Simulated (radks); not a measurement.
Effect of the nuclear size on neutral strontium, [Kr] 5s2. Method: Dirac Kohn-Sham, relativistic LDA (MacDonald-Vosko exchange, VWN5 correlation), spin-unpolarised, spherical densities, finite nucleus; Fermi nuclear charge, rms radius 4.224 fm; computed with a radial shooting solver on a logarithmic mesh with Libxc functionals. The rms radius is varied about that value; shifts are against it.

| rms radius (fm) | total energy shift (eV) | density at nucleus (e/bohr^3) | 1s1/2 shift (meV) | 2s1/2 shift (meV) | 3p1/2 shift (meV) | 4s1/2 shift (meV) | 4p1/2 shift (meV) |
|---|---|---|---|---|---|---|---|
| 3.7171 | -0.186 | 6.105e+04 | -78.2 | -8.06 | 0.143 | -0.160 | 0.041 |
| 4.0086 | -0.0815 | 6.064e+04 | -34.4 | -3.54 | 0.063 | -0.070 | 0.018 |
| 4.224 | 0 | 6.036e+04 | 0.000 | 0.000 | 0.000 | 0.000 | 0.000 |
| 4.6337 | 0.166 | 5.986e+04 | 69.9 | 7.20 | -0.127 | 0.143 | -0.037 |
| 5.1786 | 0.408 | 5.928e+04 | 172 | 17.7 | -0.313 | 0.351 | -0.090 |

Slopes of the eigenvalues against <r^2> in GHz/fm^2, as finite differences over the two radii next to the reference (eigenvalue slopes, not the field-shift constants of lines): 1s1/2 4660, 2s1/2 481, 3p1/2 -8.51, 4s1/2 9.53, 4p1/2 -2.45.
